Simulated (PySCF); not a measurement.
SMILES C=[SiH2] (CH₄Si), B3LYP/def2-SVP optimised geometry.

```
6

C     -0.66    -0.90     0.00
Si     0.27     0.54     0.00
H     -1.75    -0.89     0.00
H     -0.19    -1.89     0.00
H      1.75     0.54     0.00
H     -0.35     1.89     0.00
```

Density from B3LYP/def2-TZVP (PySCF) at that geometry.

Minimum of the electron density along straight lines between bonded atoms, close to the bond critical point (lines longer than 1.1 times the sum of covalent radii, or with two minima, are not listed):

```json
[
 {"bond": "C1–Si2", "length / Å": "1.710", "ρ at the minimum / e bohr⁻³": "0.149", "∇²ρ there / e bohr⁻⁵": "0.47", "position (fraction from the first atom)": "0.60"},
 {"bond": "C1–H3", "length / Å": "1.094", "ρ at the minimum / e bohr⁻³": "0.273", "∇²ρ there / e bohr⁻⁵": "-0.93", "position (fraction from the first atom)": "0.65"},
 {"bond": "C1–H4", "length / Å": "1.094", "ρ at the minimum / e bohr⁻³": "0.273", "∇²ρ there / e bohr⁻⁵": "-0.92", "position (fraction from the first atom)": "0.65"},
 {"bond": "Si2–H5", "length / Å": "1.483", "ρ at the minimum / e bohr⁻³": "0.122", "∇²ρ there / e bohr⁻⁵": "0.14", "position (fraction from the first atom)": "0.49"},
 {"bond": "Si2–H6", "length / Å": "1.483", "ρ at the minimum / e bohr⁻³": "0.122", "∇²ρ there / e bohr⁻⁵": "0.14", "position (fraction from the first atom)": "0.49"}
]
```
